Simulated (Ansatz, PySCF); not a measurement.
Process, species as SMILES: C1CCCCCC1 [cycloheptane] + 7 [H][H] (H2) -> 7 C (CH4)
Each molecule is optimised on its own at B3LYP-D3(BJ)/def2-TZVP (Ansatz, an electronic-structure program), one conformer each, not searched for the lowest. Frequencies are from Ansatz or PySCF.

Property: energy of full hydrogenation (enthalpy at 298 K, with B3LYP-D3(BJ) rigid-rotor harmonic-oscillator terms), in eV. Correlated levels leave the core frozen unless marked. No spin-orbit coupling. No relativistic terms. CBS(X,Y): correlation extrapolated as X^-3; Hartree-Fock from the larger set. The bracket is a focal-point correction in the basis named.

RI-MP2/CBS(aug-cc-pVTZ,aug-cc-pVQZ)+[CCSD(T)-MP2]/aug-cc-pVTZ (Ansatz) gives -4.19 eV.

### Question
Another calculation gave -4.53 eV. Which level was it?
A) BHLYP/def2-TZVPD (Ansatz)
B) B97M-V/def2-TZVPD (Ansatz)
C) BLYP/def2-TZVPD (Ansatz)
D) LC-wPBE/def2-TZVPD (Ansatz)

### Answer
D, LC-wPBE/def2-TZVPD (Ansatz). The others give -4.92 (BLYP), -4.72 (B97M-V), -5.07 (BHLYP) eV.
